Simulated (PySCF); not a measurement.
Method: PySCF with PBE-D3(BJ)/def2-TZVP // B3LYP-D3(BJ)/def2-TZVP. Gas-phase values, no solvent. One relaxed conformer stands for a flexible species; it need not be the lowest. 

Reference species (SMILES): `CC[SiH]=[SiH2]` (C–C–Si–Si torsion 20°) (neutral, multiplicity 1).

The HOMO is -4.98 eV.

Changed species: `[SiH3][C@@H]1C[SiH2]1`.

Question: What does the change do to the HOMO?

Answer: the HOMO falls by 1.00 eV, to -5.98 eV.
